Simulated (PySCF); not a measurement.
## GeC: a composite coupled-cluster calculation

State: ³Π, triplet, unpaired electrons σ ↑, π ↑. De refers to Ge + C. ROHF-based CCSD(T) in PySCF 2.14 with Ge cc-pwCVDZ-PP with ECP10, C aug-cc-pVDZ and Ge cc-pwCVTZ-PP with ECP10, C aug-cc-pVTZ (frozen core orbitals: 5; scalar-relativistic core potentials). Correlation energies are extrapolated as n⁻³ (n = 2, 3), Hartree–Fock as (n+1)·exp(−9√n).

```csv
Level,Re (Å),ωe (cm⁻¹),ωexe (cm⁻¹),αe (cm⁻¹),De (eV)
CCSD(T)/DZ,1.8201,779.7,4.91,0.00400,3.443
CCSD(T)/TZ,1.8054,801.3,4.61,0.00384,3.731
HF/CBS,1.7647,907.4,5.56,0.00375,1.606
MP2/CBS,1.7874,860.5,1.32,0.00244,3.758
CCSD/CBS,1.7887,834.7,4.55,0.00376,3.486
CCSD(T)/CBS,1.8009,808.5,4.51,0.00379,3.828
```

Task: How much is left between CCSD(T)/TZ and the basis-set limit, and how much do the triples give at the limit?

Result: CCSD(T)/CBS less CCSD(T)/TZ: -4.5 mÅ in Re, +7.2 cm⁻¹ in ωe and +0.097 eV in De. CCSD(T)/CBS less CCSD/CBS: +12.2 mÅ in Re, -26.2 cm⁻¹ in ωe and +0.342 eV in De.

The T1 diagnostic is 0.041, large enough to doubt a single reference. The state was picked by a PBE0 search and need not be the measured ground state. Spin–orbit coupling, excitations beyond (T) and corrections to the Born–Oppenheimer picture are left out.

The whole job (state search and all basis sets along the bond) took about 36 min on 4 threads of Arm Neoverse V2 (shared host), peak memory 11 GiB.
